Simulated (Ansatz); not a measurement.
One change: `COCS` becomes `BCOC`.

Ansatz, PBE0-D4/def2-TZVP geometries, multiplicity 1. Each molecule was computed in one conformer, which needn't be the lowest.

```
                                          property  `COCS`
             LUMO energy (ωB97M-V/def2-TZVPP) / eV    2.28
              HOMO–LUMO gap (PBE0/def2-TZVPP) / eV    7.65
               HOMO energy (B3LYP/def2-TZVPP) / eV   -6.91
                HOMO energy (PBE0/def2-TZVPP) / eV   -7.15
                 HOMO energy (PBE/def2-TZVPP) / eV   -5.88
size of the dipole moment (ωB97M-V/def2-TZVPP) / D    0.73
```

Question: What does the change do to each property? (Best estimate.)

Answer: The calculation gave: 
```json
{"property": "LUMO energy (ωB97M-V/def2-TZVPP) / eV", "`BCOC`": "0.56", "shift": "-1.72"}
{"property": "HOMO–LUMO gap (PBE0/def2-TZVPP) / eV", "`BCOC`": "6.17", "shift": "-1.48"}
{"property": "HOMO energy (B3LYP/def2-TZVPP) / eV", "`BCOC`": "-7.30", "shift": "-0.39"}
{"property": "HOMO energy (PBE0/def2-TZVPP) / eV", "`BCOC`": "-7.53", "shift": "-0.38"}
{"property": "HOMO energy (PBE/def2-TZVPP) / eV", "`BCOC`": "-5.97", "shift": "-0.09"}
{"property": "size of the dipole moment (ωB97M-V/def2-TZVPP) / D", "`BCOC`": "1.54", "shift": "0.81"}
```

With PBE0 the HOMO falls by 0.38 eV and the LUMO falls by 1.86 eV, so the gap narrows by about 1.48 eV. PBE moves the HOMO by -0.09 eV and ωB97M-V by -0.53 eV. Dipoles are sizes alone; their direction can turn.

B3LYP here is the variant with VWN-RPA as its local correlation; programs differ in this.
